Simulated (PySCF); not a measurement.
## Polarisability and C₆ of I⁺ (iodine, charge +1)

[Kr] 4d10 5s2 5p4, high-spin 3P determinant. Calculation: PySCF 2.14, in aug-cc-pVQZ-DK3; scalar relativity by spin-free X2C-1e. Coupled (time-dependent) response in atomic units; α is the mean over directions.

```json
{"method": "MN15", "mean α (bohr³)": "19.68", "α xx, yy, zz": "19.15, 20.74, 19.15", "C₆ (like pair)": "163.0", "S(−4)": "73.67"}
```

S(−4) is the Cauchy moment in α(ω) = α(0) + S(−4) ω² + …

Spin-orbit coupling is absent.

α(iu) at MN15:

| u (hartree) | α(iu) (bohr³) |
| --- | --- |
| 0 | 19.68 |
| 0.0500 | 19.50 |
| 0.100 | 18.97 |
| 0.200 | 17.16 |
| 0.300 | 14.88 |
| 0.500 | 10.65 |
| 0.750 | 7.080 |
| 1.00 | 4.975 |
| 1.50 | 2.873 |
| 2.00 | 1.913 |
| 3.00 | 1.062 |
| 5.00 | 0.4800 |

A single London oscillator, α(iu) = α/(1 + u²/ω²), gives C₆ = (3/4) ω α². Matching the computed C₆ needs ω = 4 × 163.0 / (3 × 19.68²) = 0.561 hartree.

For an ion, C₆ is the dispersion term alone; charge-induced terms of lower order in 1/R come first.

The components differ because the open shell of this determinant is not spherical; for a pure term their mean is the scalar polarisability.
